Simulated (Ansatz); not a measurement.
Al4H5⁺, 9 atoms. Hardware: 4 threads of Arm Neoverse V1 on a shared host.

Correlated methods freeze 20 core orbitals.

Problem. How many basis functions does each of these Ansatz runs have, and roughly what does it cost? BLYP-D4/def2-TZVP, charge 1 singlet, energy, from earlier orbitals; CCSD(T)/def2-TZVPP, charge 1 singlet, energy, from earlier orbitals; r2SCAN-D4/def2-TZVP, charge 1 singlet, energy, from earlier orbitals; B3LYP-D4/def2-SVP, charge 1 singlet, relaxation, 23 steps; PBE0-D4/def2-SVP, charge 1 singlet, energy, from earlier orbitals; MP2/def2-TZVP, charge 1 singlet, energy, from earlier orbitals; PBE-D4/def2-TZVP, charge 1 singlet, energy and forces, from earlier orbitals; r2SCANh-D4/def2-TZVP, charge 1 singlet, energy, from earlier orbitals; B3LYP-D4/def2-TZVP, charge 1 singlet, energy, from earlier orbitals; PBE-D4/def2-SVP, charge 1 singlet, energy, from earlier orbitals; PBE0-D4/def2-TZVP, charge 1 singlet, energy, from earlier orbitals.

Solution. Other jobs shared the machine, so times can vary by a factor of up to 3. A dash marks memory too small to be measured apart from the calling script's.

```csv
run,functions,fitting or Cholesky vectors,wall time,peak host memory (GiB)
"PBE-D4/def2-SVP, charge 1 singlet, energy, from earlier orbitals",97,1062,0.85 s,–
"PBE0-D4/def2-SVP, charge 1 singlet, energy, from earlier orbitals",97,890,1.1 s,–
"MP2/def2-TZVP, charge 1 singlet, energy, from earlier orbitals",178,1165,1.5 s,–
"BLYP-D4/def2-TZVP, charge 1 singlet, energy, from earlier orbitals",178,1256,1.8 s,–
"PBE-D4/def2-TZVP, charge 1 singlet, energy and forces, from earlier orbitals",178,1256,1.9 s,–
"B3LYP-D4/def2-TZVP, charge 1 singlet, energy, from earlier orbitals",178,1256,2.2 s,–
"PBE0-D4/def2-TZVP, charge 1 singlet, energy, from earlier orbitals",178,1336,2.6 s,–
"r2SCAN-D4/def2-TZVP, charge 1 singlet, energy, from earlier orbitals",178,1256,3.6 s,–
"r2SCANh-D4/def2-TZVP, charge 1 singlet, energy, from earlier orbitals",178,1256,3.8 s,–
"B3LYP-D4/def2-SVP, charge 1 singlet, relaxation, 23 steps",97,966,23 s,–
"CCSD(T)/def2-TZVPP, charge 1 singlet, energy, from earlier orbitals",238,1408,32 s,3.6
```
